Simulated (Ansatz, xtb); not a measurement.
**Cl2H2Se2Si: which of two isomers lies lower**

Structure X is `Cl[Si](Cl)([SeH])[SeH]`, a singlet and structure Y is `Cl[SiH](Cl)[Se][SeH]`, a singlet. Both are isolated molecules in the gas phase, relaxed with PBE0-D4/def2-SVP; the shapes shown needn't be the lowest conformers.

X (Å):

```xyz
7

Cl   -0.4861   -2.3287   -0.6164
Cl    1.5714   -0.9502    1.6269
Se   -1.4227    0.6177    1.2483
Se    1.0585    0.5278   -1.6271
Si    0.1841   -0.5449    0.1615
H    -2.1617    0.8664   -0.0009
H     1.3175    1.7438   -0.8379
```

Y (Å):

```xyz
7

Cl    0.2389   -0.2755   -2.4492
Cl   -1.8546   -1.9134   -0.4095
Se   -1.1957    1.3806    0.3896
Se    0.8492    2.5260    0.2168
Si   -0.3357   -0.5258   -0.4931
H     0.8357   -1.0123    0.2729
H     1.3011    2.2154    1.5867
```

Quicker runs give these differences E(Y) − E(X): GFN2-xTB −0.475 eV; HF/STO-3G +0.319 eV (at GFN2-xTB geometries); r2SCAN-D4/def2-SVP +0.670 eV (at GFN2-xTB geometries).

Task: Estimate E(Y) − E(X) at the level CCSD(T)/def2-SVP + ΔMP2/def2-TZVPP.

Result: Calculated at CCSD(T)/def2-SVP + ΔMP2/def2-TZVPP: E(Y) − E(X) = +0.606 eV, so structure X lies lower.

Level by level:

| level | geometry | E(Y) − E(X) (eV) | departure from the last row (eV) | job, with rough time for the two |
| --- | --- | --- | --- | --- |
| GFN2-xTB | GFN2-xTB | −0.475 | −1.082 | optimisation, 0.27 s |
| HF/STO-3G | GFN2-xTB | +0.319 | −0.287 | single point, 1 s |
| r2SCAN-D4/def2-SVP | GFN2-xTB | +0.670 | +0.063 | single point, 6.6 s |
| PBE0-D4/def2-SVP | PBE0-D4/def2-SVP | +0.640 | +0.033 | optimisation, 69 s |
| HF/def2-SVP | PBE0-D4/def2-SVP | +0.576 | −0.031 | part of the CCSD(T) run |
| MP2/def2-SVP | PBE0-D4/def2-SVP | +0.691 | +0.085 | part of the CCSD(T) run |
| CCSD(T)/def2-SVP | PBE0-D4/def2-SVP | +0.628 | +0.022 | single point |
| CCSD(T)/def2-SVP + ΔMP2/def2-TZVPP | PBE0-D4/def2-SVP | +0.606 |  | single point, 76 s |

As drawn, Y has 1 Se–Se, 1 Si–H in place of 1 Se–Si, 1 Se–H.

GFN2-xTB puts the two in the other order. The largest departure from CCSD(T)/def2-SVP + ΔMP2/def2-TZVPP is that of GFN2-xTB, 1.082 eV. The last row adds to CCSD(T) the change of the MP2 difference between the two basis sets, here −0.022 eV.

With thermal terms from frequencies at re-optimised GFN2-xTB minima (ideal gas, soft modes damped towards free rotors, one conformer each, 298.15 K, 1 atm): the zero-point term adds +0.036 eV; ΔH is +0.630 and ΔG +0.640 eV.

The correlated steps freeze 33 core orbitals; the filled d shell of Se is correlated, in a basis made for valence electrons. Codes used: Ansatz 0.2.0, xtb 6.7.1; the last row on 2 threads of Arm Neoverse V1 on a shared host.
